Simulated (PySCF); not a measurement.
Computed IR spectrum (relative IR intensity) of a molecule C₂H₇ClSi₂. Coordinates come from a TPSSh-D3(BJ)/def2-SVP optimisation. One conformer was computed; it need not be the lowest. These are TPSSh-D3(BJ)/def2-SVP in PySCF 2.14.0 values and carry that method's errors. Frequencies are harmonic and unscaled.

Lines under 2 % of the strongest are left out, and lines within 2 cm⁻¹ are merged.

```json
[
 {"ν (cm⁻¹)": "358", "relative intensity": "4.1"},
 {"ν (cm⁻¹)": "537", "relative intensity": "19"},
 {"ν (cm⁻¹)": "659", "relative intensity": "5.6"},
 {"ν (cm⁻¹)": "703", "relative intensity": "2.6"},
 {"ν (cm⁻¹)": "744", "relative intensity": "2.6"},
 {"ν (cm⁻¹)": "761", "relative intensity": "100"},
 {"ν (cm⁻¹)": "858", "relative intensity": "4.6"},
 {"ν (cm⁻¹)": "931", "relative intensity": "16"},
 {"ν (cm⁻¹)": "952", "relative intensity": "24"},
 {"ν (cm⁻¹)": "986", "relative intensity": "7.2"},
 {"ν (cm⁻¹)": "1042", "relative intensity": "2.5"},
 {"ν (cm⁻¹)": "1430", "relative intensity": "2.5"},
 {"ν (cm⁻¹)": "2240", "relative intensity": "25"},
 {"ν (cm⁻¹)": "2248", "relative intensity": "17"},
 {"ν (cm⁻¹)": "2259", "relative intensity": "39"},
 {"ν (cm⁻¹)": "3117", "relative intensity": "2.9"},
 {"ν (cm⁻¹)": "3211", "relative intensity": "2.1"}
]
```

### Question
Pick the molecule that these values belong to.
A. C=C[SiH2][SiH2]Cl
B. [SiH3]/C=C/[SiH2]Cl
C. [SiH3][SiH2]/C=C/Cl
D. [SiH3]/C=C(\[SiH3])Cl

### Answer
A, C=C[SiH2][SiH2]Cl
